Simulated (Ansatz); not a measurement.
`CC(C)(C)[O][Sn]([F])([F])[F]`, one more setting.

```yaml
crystal:
  periodic: [false, false, false]
  atoms:
    - {symbol: C, position_ang: [-1.296089, -1.465528, 0.542439]}
    - {symbol: C, position_ang: [-0.263892, -0.378438, 0.294244]}
    - {symbol: C, position_ang: [-0.487613, 0.803437, 1.221084]}
    - {symbol: C, position_ang: [1.145280, -0.927162, 0.432149]}
    - {symbol: O, position_ang: [-0.500128, 0.022277, -1.073484]}
    - {symbol: Sn, position_ang: [0.514759, 1.382079, -1.962089]}
    - {symbol: F, position_ang: [0.413826, 3.100025, -1.173236]}
    - {symbol: F, position_ang: [-0.160481, 1.547399, -3.713165]}
    - {symbol: F, position_ang: [2.366401, 1.022395, -2.122692]}
    - {symbol: H, position_ang: [-1.206816, -1.846300, 1.561975]}
    - {symbol: H, position_ang: [-2.303595, -1.070258, 0.404174]}
    - {symbol: H, position_ang: [-1.149966, -2.293002, -0.153519]}
    - {symbol: H, position_ang: [-1.487838, 1.216885, 1.079795]}
    - {symbol: H, position_ang: [-0.383011, 0.498835, 2.264523]}
    - {symbol: H, position_ang: [0.241282, 1.600155, 1.038175]}
    - {symbol: H, position_ang: [1.315026, -1.300673, 1.444158]}
    - {symbol: H, position_ang: [1.307911, -1.746085, -0.270894]}
    - {symbol: H, position_ang: [1.897244, -0.154842, 0.238164]}
basis:
  gaussian: {orbitals: def2-TZVPD}
hamiltonian: {xc: {name: HF}, dispersion: d4}
output: {forces: true}
```

```sh
$ ansatz run in.yaml --threads 4 --pin off --events-out ev --progress --plain --max-ram 46080MiB --backend cuda --devices 0, --max-vram 37GiB
```

Output, abridged:

```
Functional definition: HF
2922 factors; their error is unknown
mean field evaluation 1: about -20225.3638 eV, gradient 6.5e1 eV
mean field evaluation 2: about -20231.0211 eV, gradient 4.1e1 eV
mean field evaluation 4: about -20233.4752 eV, gradient 1.7e0 eV
mean field evaluation 8: about -20233.4837 eV, gradient 2.9e-2 eV
mean field evaluation 16: about -20233.8871 eV, gradient 2.3e-5 eV
mean field -20233.88708304 eV, -743.5816352806 hartree, gradient 2.3e-5 eV, S^2 0.000000; 0 other end points of the search recorded, 0 dependent functions left out
reference -20233.88708304 eV, -743.5816352806 hartree; 45, 45 occupied and 400, 400 virtual orbitals, 2922 factors
Total energy: -20235.47821925 eV, -743.6401084578 hartree
Atom 0 at    -1.296089    -1.465528     0.542439 Å, force    -0.143082    -0.195192     0.132224 eV/Å
Atom 1 at    -0.263892    -0.378438     0.294244 Å, force    -0.356365    -0.175141    -0.351920 eV/Å
Atom 2 at    -0.487613     0.803437     1.221084 Å, force    -0.027965     0.277081     0.137171 eV/Å
Atom 3 at     1.145280    -0.927162     0.432149 Å, force     0.301439    -0.072121    -0.021735 eV/Å
Atom 4 at    -0.500128     0.022277    -1.073484 Å, force     0.891531     0.789694     0.108386 eV/Å
Atom 5 at     0.514759     1.382079    -1.962089 Å, force    -0.063150     0.036663    -0.211055 eV/Å
Atom 6 at     0.413826     3.100025    -1.173236 Å, force     0.049420    -0.868999    -0.373552 eV/Å
Atom 7 at    -0.160481     1.547399    -3.713165 Å, force     0.330683    -0.048715     0.787446 eV/Å
Atom 8 at     2.366401     1.022395    -2.122692 Å, force    -0.926346     0.169131     0.100969 eV/Å
Atom 9 at    -1.206816    -1.846300     1.561975 Å, force    -0.035294     0.090341    -0.270980 eV/Å
Atom 10 at    -2.303595    -1.070258     0.404174 Å, force     0.305184    -0.106949     0.034782 eV/Å
Atom 11 at    -1.149966    -2.293002    -0.153519 Å, force    -0.035541     0.254265     0.199593 eV/Å
Atom 12 at    -1.487838     1.216885     1.079795 Å, force     0.303209    -0.122463     0.027965 eV/Å
Atom 13 at    -0.383011     0.498835     2.264523 Å, force    -0.021760     0.062643    -0.327410 eV/Å
Atom 14 at     0.241282     1.600155     1.038175 Å, force    -0.223170    -0.231149     0.065577 eV/Å
Atom 15 at     1.315026    -1.300673     1.444158 Å, force    -0.081251     0.125663    -0.298847 eV/Å
Atom 16 at     1.307911    -1.746085    -0.270894 Å, force    -0.052804     0.254956     0.199933 eV/Å
Atom 17 at     1.897244    -0.154842     0.238164 Å, force    -0.214740    -0.239707     0.061453 eV/Å
Dipole moment:    -0.150530    -0.451296     0.679452 e Å
```

It took 2.5 s on 4 threads of an AMD EPYC 7R13 on a shared host and a share of an NVIDIA H100 80 GB, with 1.1 GiB of host memory at the peak.
